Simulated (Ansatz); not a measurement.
CH4NO, charge +1, singlet, geometry from GFN2-xTB. Base run: PBE/def2-SVP (Ansatz, a program for electronic structure).

Ansatz was given this input:
Ansatz 0.2 input:
```yaml
crystal:
  periodic: [false, false, false]
  atoms:
    - {symbol: N, position_ang: [-1.07973113, 0.24380716, 0.15769898]}
    - {symbol: C, position_ang: [0.40675026, 0.24389944, -0.26491881]}
    - {symbol: O, position_ang: [1.09476993, -0.62780535, 0.07307325]}
    - {symbol: H, position_ang: [-1.30225326, 1.08418749, 0.71279708]}
    - {symbol: H, position_ang: [-1.69531096, 0.23783329, -0.66989687]}
    - {symbol: H, position_ang: [-1.26948531, -0.59863573, 0.72730400]}
    - {symbol: H, position_ang: [0.62650641, 1.12901100, -0.86917020]}
basis:
  gaussian:
    orbitals: def2-SVP
hamiltonian:
  xc: pbe
total_charge: 1
```

The base run was repeated with changes; each row names its change, and settings that it needs were set with it.

```json
[
 {"change": "base", "ΔE vs base (kcal/mol)": "0.000"},
 {"change": "fitting.mean_field = cc-pVTZ-JKFIT", "ΔE vs base (kcal/mol)": "-0.047"},
 {"change": "point_charge = charge:0.5 position_ang:2.1084, -2.7452, 2.6943", "ΔE vs base (kcal/mol)": "29.94"},
 {"change": "lower_state_search = light", "ΔE vs base (kcal/mol)": "0.000"},
 {"change": "point_charge = charge:-1.0 position_ang:-5.1918, 0.1967, 0.6899", "ΔE vs base (kcal/mol)": "-79.0"},
 {"change": "accuracy = high", "ΔE vs base (kcal/mol)": "0.001"},
 {"change": "nuclear_model = gaussian", "ΔE vs base (kcal/mol)": "0.013"},
 {"change": "forces = on", "ΔE vs base (kcal/mol)": "0.000"},
 {"change": "final_grid = 4, 8, 17", "ΔE vs base (kcal/mol)": "-0.114"},
 {"change": "lower_state_search = full", "ΔE vs base (kcal/mol)": "0.000"},
 {"change": "fitting.mean_field = def2-universal-JKFIT", "ΔE vs base (kcal/mol)": "-0.039"}
]
```
